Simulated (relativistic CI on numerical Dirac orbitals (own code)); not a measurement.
## Line list: Forbidden lines, Tc20+

Calculated at this level of theory: Dirac-Coulomb-Breit CI, orbitals from a KLI potential per configuration, model QED, unscaled Slater integrals (own radial code, finite nucleus).

CI space (outside the closed core [Ne]): 3s2 3p6 3d5, 3s2 3p5 3d6, 3s2 3p4 3d7, 3s 3p6 3d6, 3p6 3d7, 3s 3p5 3d7, 3s2 3p6 3d4 4s, 3s2 3p6 3d4 4p, 3s2 3p6 3d4 4d, 3s2 3p6 3d4 4f, 3s2 3p5 3d5 4s, 3s2 3p6 3d3 4s2, 3s2 3p6 3d4 5s, 3s2 3p6 3d3 4p2, 3s2 3p6 3d3 4s 4d, 3p6 3d6 4s. Levels of other configurations are missing.

```csv
λ vac (Å),Lower,Upper,Type,A (s⁻¹),log gf
540.74,3s2 3p6 3d5 6S_5/2 [1],3s2 3p6 3d5 4F_5/2 [19],M1,8.28e+01,-7.66
599.97,3s2 3p6 3d5 6S_5/2 [1],3s2 3p6 3d5 2F_5/2 [16],M1,5.29e+02,-6.77
677.85,3s2 3p6 3d5 6S_5/2 [1],3s2 3p6 3d5 4D_3/2 [12],M1,9.05e+02,-6.60
714.13,3s2 3p6 3d5 6S_5/2 [1],3s2 3p6 3d5 4D_5/2 [10],M1,8.84e+02,-6.39
756.94,3s2 3p6 3d5 6S_5/2 [1],3s2 3p6 3d5 4D_7/2 [9],M1,9.66e+01,-7.18
917.76,3s2 3p6 3d5 6S_5/2 [1],3s2 3p6 3d5 4G_5/2 [6],M1,1.24e+03,-6.03
928.60,3s2 3p6 3d5 6S_5/2 [1],3s2 3p6 3d5 4P_3/2 [4],M1,2.07e+03,-5.97
1106.3,3s2 3p6 3d5 6S_5/2 [1],3s2 3p6 3d5 4G_5/2 [2],M1,1.39e+03,-5.82
1171.5,3s2 3p6 3d5 4G_7/2 [3],3s2 3p6 3d5 2H_9/2 [20],M1,4.39e+02,-6.04
1201.5,3s2 3p6 3d5 4G_11/2 [5],3s2 3p6 3d5 2H_9/2 [20],M1,3.50e+02,-6.12
1253.0,3s2 3p6 3d5 4G_9/2 [7],3s2 3p6 3d5 2H_9/2 [20],M1,9.91e+02,-5.63
1272.3,3s2 3p6 3d5 4G_7/2 [3],3s2 3p6 3d5 4F_5/2 [19],M1,3.09e+02,-6.35
1310.8,3s2 3p6 3d5 4G_5/2 [2],3s2 3p6 3d5 2F_5/2 [16],M1,2.23e+02,-6.46
1331.9,3s2 3p6 3d5 4G_5/2 [2],3s2 3p6 3d5 2F_7/2 [15],M1,3.95e+01,-7.08
1341.6,3s2 3p6 3d5 4G_5/2 [2],3s2 3p6 3d5 2D_3/2 [14],M1,7.04e+02,-6.12
1549.3,3s2 3p6 3d5 4G_7/2 [3],3s2 3p6 3d5 4F_9/2 [18],M1,1.75e+02,-6.20
1602.1,3s2 3p6 3d5 4G_11/2 [5],3s2 3p6 3d5 4F_9/2 [18],M1,2.64e+02,-5.99
1657.3,3s2 3p6 3d5 4G_7/2 [3],3s2 3p6 3d5 2F_5/2 [16],M1,4.89e+02,-5.92
1678.3,3s2 3p6 3d5 4D_7/2 [9],3s2 3p6 3d5 2H_9/2 [20],M1,9.60e+01,-6.39
1695.3,3s2 3p6 3d5 4P_3/2 [4],3s2 3p6 3d5 2F_5/2 [16],M1,1.52e+02,-6.41
1714.2,3s2 3p6 3d5 4G_11/2 [5],3s2 3p6 3d5 2I_13/2 [17],M1,4.57e+01,-6.55
1732.7,3s2 3p6 3d5 4G_5/2 [6],3s2 3p6 3d5 2F_5/2 [16],M1,2.84e+03,-5.12
1747.2,3s2 3p6 3d5 4P_3/2 [4],3s2 3p6 3d5 2D_3/2 [14],M1,9.04e+02,-5.78
1750.2,3s2 3p6 3d5 4G_5/2 [2],3s2 3p6 3d5 4D_3/2 [12],M1,1.49e+02,-6.56
1866.4,3s2 3p6 3d5 4G_9/2 [7],3s2 3p6 3d5 2F_7/2 [15],M1,3.74e+02,-5.81
2014.4,3s2 3p6 3d5 4G_5/2 [2],3s2 3p6 3d5 4D_5/2 [10],M1,1.07e+02,-6.41
2064.1,3s2 3p6 3d5 4P_1/2 [8],3s2 3p6 3d5 2D_3/2 [14],M1,1.69e+02,-6.37
2100.2,3s2 3p6 3d5 4G_11/2 [5],3s2 3p6 3d5 2I_11/2 [13],M1,4.36e+02,-5.46
2227.2,3s2 3p6 3d5 4D_5/2 [10],3s2 3p6 3d5 4F_5/2 [19],M1,3.84e+02,-5.77
2262.9,3s2 3p6 3d5 4G_9/2 [7],3s2 3p6 3d5 2I_11/2 [13],M1,1.09e+02,-6.00
2510.3,3s2 3p6 3d5 4P_3/2 [4],3s2 3p6 3d5 4D_3/2 [12],M1,3.88e+02,-5.83
2579.3,3s2 3p6 3d5 4D_7/2 [9],3s2 3p6 3d5 4F_9/2 [18],M1,1.34e+02,-5.87
2712.6,3s2 3p6 3d5 4P_3/2 [4],3s2 3p6 3d5 4D_1/2 [11],M1,3.26e+02,-6.14
2807.8,3s2 3p6 3d5 2I_11/2 [13],3s2 3p6 3d5 2H_9/2 [20],M1,6.65e+01,-6.10
2893.1,3s2 3p6 3d5 4D_7/2 [9],3s2 3p6 3d5 2F_5/2 [16],M1,1.58e+02,-5.92
2967.8,3s2 3p6 3d5 4G_7/2 [3],3s2 3p6 3d5 4D_5/2 [10],M1,1.68e+02,-5.88
3092.1,3s2 3p6 3d5 4P_3/2 [4],3s2 3p6 3d5 4D_5/2 [10],M1,7.46e+01,-6.19
3561.9,3s2 3p6 3d5 4P_1/2 [8],3s2 3p6 3d5 4D_1/2 [11],M1,4.84e+02,-5.73
3879.6,3s2 3p6 3d5 4G_7/2 [3],3s2 3p6 3d5 4D_7/2 [9],M1,1.24e+02,-5.65
4319.6,3s2 3p6 3d5 4G_5/2 [6],3s2 3p6 3d5 4D_7/2 [9],M1,1.45e+02,-5.49
4804.9,3s2 3p6 3d5 4F_9/2 [18],3s2 3p6 3d5 2H_9/2 [20],M1,1.12e+02,-5.41
5138.0,3s2 3p6 3d5 2F_7/2 [15],3s2 3p6 3d5 4F_5/2 [19],M1,1.87e+02,-5.35
5384.3,3s2 3p6 3d5 4G_5/2 [2],3s2 3p6 3d5 4G_5/2 [6],M1,2.44e+02,-5.20
5780.0,3s2 3p6 3d5 4G_5/2 [2],3s2 3p6 3d5 4P_3/2 [4],M1,7.84e+01,-5.80
6270.8,3s2 3p6 3d5 4G_5/2 [2],3s2 3p6 3d5 4G_7/2 [3],M1,7.52e+01,-5.45
```

Terms are leading LS components. Brackets give the number of a level in order of energy, since labels repeat. The list gives strong lines, with weight on those to low levels, among the lowest 200 of 2787 levels, so that lines to higher ones, which can be the strongest, are missing. Levels whose partners in the same complex of configurations lie outside the list can be far off, and so can their lines. Rates are taken at the computed energies, electric ones in the length gauge.

At this charge energies of transitions that change n are usually good to better than 1 %, and those within a shell (Δn = 0) to a few per cent. Terms inside the open d or f shell come out 10 to 20 % too wide with unscaled integrals.

LS names give the leading component of a level, which can be under half, so a name can repeat, a term be missing and a line seem to break the LS rules.
